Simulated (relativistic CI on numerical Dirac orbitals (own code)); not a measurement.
## Ru7+ (4d) in a crystal field

Calculated by Dirac-Coulomb-Breit CI, separate exchange-only KLI orbitals for each configuration, a model potential for QED, valence Slater integrals scaled by 0.75, one configuration in a parametric crystal field (own radial code).

Field parameters in Wybourne normalisation: Oh B⁴₀ = 21Dq, B⁴₄ = √(5/14) B⁴₀. The field is a parameter set, without covalency.

S is read from ⟨S²⟩ = S(S + 1).

Powder χT (cm³ K mol⁻¹) by Van Vleck's formula, with temperature-independent terms:

```tsv
Field	2 K	5 K	10 K	20 K	50 K	100 K	200 K	300 K
Oh, 10Dq = 8500 cm⁻¹	0.0724	0.0728	0.0736	0.0752	0.08	0.0879	0.104	0.12
Oh, 10Dq = 15350 cm⁻¹	0.0287	0.0293	0.0302	0.032	0.0374	0.0465	0.0646	0.0828
Oh, 10Dq = 22150 cm⁻¹	0.0152	0.0158	0.0167	0.0186	0.0243	0.0338	0.0527	0.0717
Oh, 10Dq = 28950 cm⁻¹	0.00944	0.01	0.011	0.0129	0.0187	0.0284	0.0478	0.0671
Oh, 10Dq = 35800 cm⁻¹	0.00646	0.00705	0.00803	0.00999	0.0159	0.0257	0.0453	0.0649
Oh, 10Dq = 42600 cm⁻¹	0.00475	0.00534	0.00633	0.0083	0.0142	0.0241	0.0439	0.0636
```

(1) For Oh, 10Dq = 22150 cm⁻¹: what effective moment follows at 300 K?

## Answers

(1) μ_eff = √(8χT) = 0.76 μB. The ground level has S = 0.50; the spin-only moment for S = 1/2 is 1.73 μB. The difference comes from the orbital moment, spin-orbit mixing of terms and temperature-independent paramagnetism, all larger in this ionic model than in covalent complexes.
